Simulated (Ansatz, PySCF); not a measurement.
This singlet lies 0.30 eV below the relaxed triplet at the level frozen-core CCSD(T)/cc-pVTZ // B3LYP-D3(BJ)/def2-TZVP (Ansatz, an electronic-structure program); other levels give the other order.

B3LYP has the VWN-RPA correlation part, as in Gaussian. 

Cartesian coordinates (Å):
SMILES: [Si](C)B
```xyz
8

B      1.6780    -0.1004    -0.1143
Si     0.0554     0.1554     0.9506
C     -1.3572     0.0972    -0.3381
H      2.1815    -1.1793    -0.2450
H      2.3379     0.8323    -0.4748
H     -1.1865     0.7992    -1.1580
H     -2.3287     0.2987     0.1107
H     -1.3804    -0.9031    -0.7843
```
Charge 0, multiplicity 1.

What HOMO–LUMO gap, total energy, LUMO, HOMO and dipole moment does B3LYP-D3(BJ)/def2-TZVP (PySCF) give?


| Property | Result |
|---|---|
| HOMO–LUMO gap | 3.26 eV |
| total energy | -355.4335 Ha |
| LUMO | -2.54 eV |
| HOMO | -5.80 eV |
| dipole moment | 1.40 D |
